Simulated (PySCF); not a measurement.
**`C=C[C@H](C=O)C(=C)F`, C$_{6}$H$_{7}$FO**

Cartesian coordinates in Å; atom numbers follow the order of the lines, from 1:
```xyz
15

C     2.2658   -0.3126   -0.0120
C     1.0219   -0.3833   -0.4440
C    -0.1701   -0.4396    0.4620
C    -1.1517   -1.5269    0.0457
O    -1.0866   -2.1685   -0.9597
C    -0.9606    0.8444    0.4744
C    -0.9004    1.8540   -0.3701
F    -1.8374    0.8855    1.5071
H     2.5053   -0.2705    1.0384
H     3.1005   -0.2911   -0.6904
H     0.7975   -0.4417   -1.4992
H     0.1341   -0.6445    1.4962
H    -1.9764   -1.6586    0.7709
H    -0.2139    1.8465   -1.1937
H    -1.5322    2.7149   -0.2446
```

Method: GIAO B97-2/pcSseg-1 magnetisability, rotational g tensor and spin-rotation constants, non-relativistic, gas phase in PySCF 2.14.0. Geometry: GFN2-xTB.

Question: Give the nuclear spin-rotation constants along the inertial axes (H = +C I·J) beside the isotropic shieldings.

Answer: Rotational constants 2.3502, 1.7540, 1.2386 GHz. A star marks the isotopologue with that one atom substituted, in its own axes.
```
atom  isotope  Caa (kHz)  Cbb (kHz)  Ccc (kHz)  mean (kHz)  σ (ppm)
  F8      19F      3.090      1.840      1.559       2.163    260.8
  H9       1H     -0.237     -0.162      0.081      -0.106     26.4
 H10       1H      0.007     -0.108     -0.082      -0.061     26.2
 H11       1H     -0.199     -0.171      0.094      -0.092     25.2
 H12       1H     -0.284     -0.179      0.070      -0.131     28.0
 H13       1H      0.007     -0.029     -0.045      -0.022     21.9
 H14       1H     -0.038     -0.159     -0.052      -0.083     27.3
 H15       1H      0.163     -0.192     -0.122      -0.050     26.7
  C1     13C*      0.699      0.386      0.478       0.521     62.1
  C2     13C*      0.719      0.424      0.520       0.554     50.0
  C3     13C*      0.543      0.346      0.264       0.384    121.5
  C4     13C*      0.893      0.919      0.410       0.741    -10.2
  O5     17O*     -1.409     -1.304     -0.522      -1.078   -324.9
  C6     13C*      1.219      0.506      0.391       0.705     15.0
  C7     13C*      0.906      0.313      0.278       0.499     88.7
```
For the geometry as given, no vibrational averaging.

Question: How do the rotational constants and the g tensor change when H9, H10, H11, H12, H13, H14, H15 are replaced by deuterium?

Answer: Constants 2.0741, 1.5754, 1.1335 GHz; g -0.0290, -0.0167, -0.0182, against -0.0320, -0.0194, -0.0196 before.
